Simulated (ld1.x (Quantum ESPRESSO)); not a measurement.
# Logarithmic derivatives: La (Z = 57), TM

lanthanum (La), norm-conserving Troullier–Martins (Kleinman–Bylander form), made with ld1.x (Quantum ESPRESSO) 7.5 (PBEsol, scalar-relativistic). Core [Xe], reference 4f0 5d1 6s2 6p0. Waves: 6p (bound, empty): rc 3.50 bohr; 5d (bound): rc 3.85 bohr; 4f (bound, empty): rc 1.05 bohr; 6s (bound): rc 3.00 bohr. Local part: the s channel. Core correction: a·sin(br)/r model core inside 0.85 bohr.

The phase is arctan(r·u′/u) with u = r·R(r), unwrapped; energies in Ry, scanned from -2 to 5 Ry. A pole is an energy at which the radial function vanishes at the test radius. The pseudo phase is shifted by a multiple of π to meet the all-electron one at the reference energy, and phase errors are pseudo minus all-electron; the curves can meet again beyond the range given. Levels narrower than the energy grid can be missing from the lists of poles.

```csv
channel,radius (bohr),reference energy (Ry),"poles, all-electron","poles, pseudo",unbroken range about the reference energy with phases within 0.05 rad,phase error 1 Ry above the reference energy (rad)
s,4.21,-0.27,"0.54, 4.13","0.41, 1.50, 4.74",below 0.5,-0.155
p,4.21,-0.10,"-1.63, 1.19, 4.97",1.00,-1.5 to 1.2,-0.041
d,4.21,-0.23,"-0.03, 2.45","-0.02, 3.02",below 0.6,+0.137
f,4.21,-0.32,"-0.31, 1.60, 4.37","-0.31, 2.50",below 0.2,+0.756
```

Phases in the f channel:

```csv
E (Ry),all-electron,pseudo
-2.00,1.413,1.414
-1.76,1.404,1.405
-1.52,1.393,1.394
-1.28,1.380,1.382
-1.04,1.364,1.366
-0.80,1.341,1.345
-0.56,1.305,1.311
-0.32,-1.383,-1.375
-0.08,-1.890,-1.870
0.16,-2.000,-1.952
0.40,-2.235,-2.087
0.64,-3.010,-2.387
0.88,-4.126,-3.172
1.12,-4.487,-4.030
1.36,-4.630,-4.370
1.60,-4.714,-4.517
1.84,-4.781,-4.597
2.08,-4.852,-4.650
2.32,-4.957,-4.688
2.56,-5.198,-4.719
2.80,-6.244,-4.747
3.04,-7.368,-4.773
3.28,-7.620,-4.801
3.52,-7.718,-4.832
3.76,-7.773,-4.873
4.00,-7.811,-4.932
4.24,-7.840,-5.032
4.48,-7.865,-5.253
4.72,-7.890,-5.963
4.96,-7.916,-7.088
```
